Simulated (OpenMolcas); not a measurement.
**Os4+ in a point-charge field**

Os4+ among 6 point charges of -1.7 e arranged as a tetragonal octahedron (D4h), 1.97 Å from the ion, with the axial distance 1.556 Å.

| Item | Value |
| --- | --- |
| Program | OpenMolcas |
| Method | SS-CASPT2, IPEA 0.25 Eh, imaginary shift 0.1 Eh (closed shells correlated: 5s 5p) |
| Basis | ANO-RCC-VDZP [7s6p4d2f1g] |
| Scalar Hamiltonian | DKH2, point nucleus |
| Active space | 4 electrons in 5 orbitals (5d) |
| State averaging | 2S+1 = 5 even, 5 roots; 2S+1 = 3 even, 45 roots; 2S+1 = 1 even, 50 roots |
| Spin-orbit coupling | state interaction with AMFI integrals over the reference wave functions |

The lowest spin-free states (labels of D4, the rotations of D4h), above the lowest:

```json
{"State": "5A1", "Degeneracy": "1", "E (cm-1)": "0", "Free-ion L (%)": "D (100)"}
{"State": "3A2", "Degeneracy": "1", "E (cm-1)": "7520", "Free-ion L (%)": "H (36)"}
{"State": "3E", "Degeneracy": "2", "E (cm-1)": "15010", "Free-ion L (%)": "H (61)"}
{"State": "1B2", "Degeneracy": "1", "E (cm-1)": "16590", "Free-ion L (%)": "I (48)"}
{"State": "1B1", "Degeneracy": "1", "E (cm-1)": "17370", "Free-ion L (%)": "I (66)"}
{"State": "3A1", "Degeneracy": "1", "E (cm-1)": "17510", "Free-ion L (%)": "H (63)"}
{"State": "3E", "Degeneracy": "2", "E (cm-1)": "18490", "Free-ion L (%)": "G (47)"}
{"State": "5B1", "Degeneracy": "1", "E (cm-1)": "19270", "Free-ion L (%)": "D (100)"}
{"State": "3B2", "Degeneracy": "1", "E (cm-1)": "19520", "Free-ion L (%)": "F (52)"}
{"State": "3B1", "Degeneracy": "1", "E (cm-1)": "19940", "Free-ion L (%)": "F (50)"}
{"State": "5E", "Degeneracy": "2", "E (cm-1)": "21270", "Free-ion L (%)": "D (100)"}
{"State": "3A1", "Degeneracy": "1", "E (cm-1)": "21420", "Free-ion L (%)": "G (62)"}
{"State": "1A1", "Degeneracy": "1", "E (cm-1)": "21860", "Free-ion L (%)": "I (35)"}
{"State": "1E", "Degeneracy": "2", "E (cm-1)": "22730", "Free-ion L (%)": "G (59)"}
{"State": "3A2", "Degeneracy": "1", "E (cm-1)": "25290", "Free-ion L (%)": "P (48)"}
{"State": "1B2", "Degeneracy": "1", "E (cm-1)": "26470", "Free-ion L (%)": "I (51)"}
{"State": "1A1", "Degeneracy": "1", "E (cm-1)": "26490", "Free-ion L (%)": "G (43)"}
{"State": "1B1", "Degeneracy": "1", "E (cm-1)": "27330", "Free-ion L (%)": "I (49)"}
{"State": "3E", "Degeneracy": "2", "E (cm-1)": "28220", "Free-ion L (%)": "F (60)"}
{"State": "1E", "Degeneracy": "2", "E (cm-1)": "30590", "Free-ion L (%)": "F (54)"}
```

The lowest levels with spin-orbit coupling:

| E (cm-1) | Degeneracy | Label | 2S+1 | g |
| --- | --- | --- | --- | --- |
| 0 | 1 | A1 | 5 (61 %) |  |
| 2190 | 2 | E | 5 (78 %) | 0.00 0.00 3.85 |
| 4540 | 1 | B2 | 5 |  |
| 4580 | 1 | B1 | 5 |  |
| 11480 | 1 | A1 | 3 (50 %) |  |
| 12440 | 2 | E | 3 (79 %) | 0.00 0.00 1.19 |
| 14220 | 1 | B2 | 3 (55 %) |  |
| 15280 | 1 | A2 | 3 (64 %) |  |
| 15520 | 1 | B1 | 3 (59 %) |  |
| 15730 | 1 | A1 | 3 (78 %) |  |
| 17650 | 2 | E | 3 (70 %) | 0.00 0.00 3.37 |
| 18940 | 2 | E | 3 (69 %) | 0.00 0.00 1.13 |
| 20270 | 1 | B1 | 3 (86 %) |  |
| 20680 | 1 | A2 | 3 (69 %) |  |
| 20910 | 1 | A1 | 3 (68 %) |  |
| 21080 | 1 | B2 | 3 (88 %) |  |
| 21080 | 2 | E | 3 (63 %) | 0.00 0.00 0.04 |
| 21080 | 1 | A2 | 3 (86 %) |  |
| 22110 | 2 | E | 5 (61 %) | 0.00 0.00 2.41 |
| 22390 | 1 | B1 | 5 (54 %) |  |

Powder χT (cm3 K/mol): 0.002 at 2 K, 0.01 at 10 K, 0.0501 at 50 K, 0.1 at 100 K, 0.2 at 200 K, 0.3 at 300 K. The effective moment at 300 K is 2.828 √(χT) = 1.55 μB.

Spin-orbit coupling mixes the spin-free states strongly: the lowest level takes only 56 % from its leading state, 5A1. This shell can be high or low spin here, a state of another spin lies low, and with metal d orbitals alone active their balance is uncertain, so the ground spin may be wrong. Point charges give a weaker field than real ligands, and real ions of this kind are as a rule low spin; the high spin found here belongs to the model. Free-ion shares, where given, are those of the reference states; single-state CASPT2 does not remix them. Point charges carry no covalency, so the field is a model and not that of real ligands. No measured value stands beside these numbers.

With an even number of electrons the g values are those of a degenerate or nearly degenerate non-Kramers pair.
